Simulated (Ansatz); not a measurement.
Consider the substitution at a C–I bond: `[SiH3]C(Cl)I` + HCl → `[SiH3]C(Cl)Cl` + HI.

Computed with Ansatz on PBE0-D4/def2-TZVP structures; ΔE is electronic, products minus reactants. CCSD(T)/CBS is the MP2 limit (def2-TZVPP, def2-QZVPP) plus CCSD(T) − MP2 in def2-TZVPP, frozen cores. This one scheme is used for every species. DFT in def2-TZVPP. Elements past krypton have def2 core potentials. For I outer-core shells are correlated without core-valence functions, which leaves a few kJ/mol of doubt a bond.

Problem. Is it downhill or uphill in electronic energy at CCSD(T)/CBS, and by how much? (Best estimate.)

Solution. The calculation gave: Uphill: ΔE = +27.5 kJ/mol.

Problem. What do these levels give: BLYP-D4, BHLYP-D4, ωB97M-V, CCSD/def2-TZVPP, CCSD(T)/def2-TZVPP, MP2/CBS(def2)? (An estimate is asked.)

Solution. Ansatz gave: BLYP-D4 19.7, BHLYP-D4 19.6, ωB97M-V 16.5, CCSD/def2-TZVPP 20.8, CCSD(T)/def2-TZVPP 22.9, MP2/CBS(def2) 34.3 kJ/mol.

Largest T1 diagnostic among the species: 0.010.

In def2-TZVPP, CCSD(T) changes the Hartree–Fock value by +13.3 kJ/mol (the triples alone add +2.2 kJ/mol) and MP2 by +20.1 kJ/mol. At CCSD(T), def2-SVP lies −15.3 kJ/mol from the extrapolated value and def2-TZVPP −4.6 kJ/mol. Leaving LDA and LC-ωPBE aside and taking each functional with its dispersion term where it has one, the values, not all of them listed here, spread over 6.6 kJ/mol, from CAM-B3LYP-D4 to PBE-QIDH.
